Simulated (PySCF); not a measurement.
## Bonding in `C#C[Si@@H](Cl)[SiH2]O[SiH3]`

Species: C2H7ClOSi3.
Numbering: `[CH:1]#[C:2][Si@@H:3]([Cl:4])[SiH2:5][O:6][SiH3:7]` (hydrogens: H8 on C1; H9 on Si3; H10, H11 on Si5; H12, H13, H14 on Si7)

Geometry (GFN2-xTB, Å), atoms numbered from 1 in this order:
```
atom  x, y, z in Å
C1     2.479    1.864    0.435
C2     2.118    0.729    0.260
Si3    1.508   -1.014    0.065
Cl4    2.943   -2.213    0.894
Si5   -0.510   -1.364    1.129
O6    -1.594   -0.416    0.383
Si7   -2.296    0.885   -0.279
H8     2.807    2.854    0.576
H9     1.587   -1.256   -1.385
H10   -0.532   -0.990    2.548
H11   -1.070   -2.711    0.980
H12   -3.307    0.338   -1.179
H13   -1.255    1.632   -0.984
H14   -2.878    1.661    0.814
```

Bond orders from the PBE0/pcSseg-1 density (PySCF). One conformer (not necessarily the lowest) at the GFN2-xTB geometry, without solvent, vibrations or thermal averaging.

**Question.** How far do the computed orders between heavy atoms stray from the drawn ones?

**Answer.** The largest departure is 0.434, at C1–C2 (drawn triple, 2.566). Drawn single, order below 0.88: Si3–Si5 (0.878). Drawn double or triple, more than 0.30 short of the drawn order: C1–C2 (2.566).

**Question.** Give the Mayer order of every bond between heavy atoms, beside its length.

**Answer.** 
```csv
bond,drawn as,length (Å),Mayer order
C1–C2,triple,1.203,2.566
C2–Si3,single,1.857,0.895
Si3–Cl4,single,2.045,0.944
Si3–Si5,single,2.308,0.878
Si5–O6,single,1.621,0.918
O6–Si7,single,1.620,0.919
```

**Question.** And the bonds to hydrogen?

**Answer.** C–H: 1.08 (1 bond); H–Si: 0.91 to 0.93 (6 bonds).

**Question.** Sum the orders of all bonds at each heavy atom with more than one neighbour and set the sums beside the valence in the SMILES.

**Answer.** C1 3.651 (drawn 4), C2 3.461 (drawn 4), Si3 3.644 (drawn 4), Si5 3.621 (drawn 4), O6 1.837 (drawn 2), Si7 3.696 (drawn 4). Orders between atoms that aren't bonded are not in these sums.

The Mayer order sums products of elements of PS (density times overlap matrix) between the two atoms' basis functions, so it depends on the basis set.

These values come from a run that also computed NMR shieldings. The run took 65 s of wall time (grids of density and orbitals included) on one thread, Arm Neoverse N1 (aarch64), no GPU (shared host), and the process peaked at 0.82 GiB of memory.
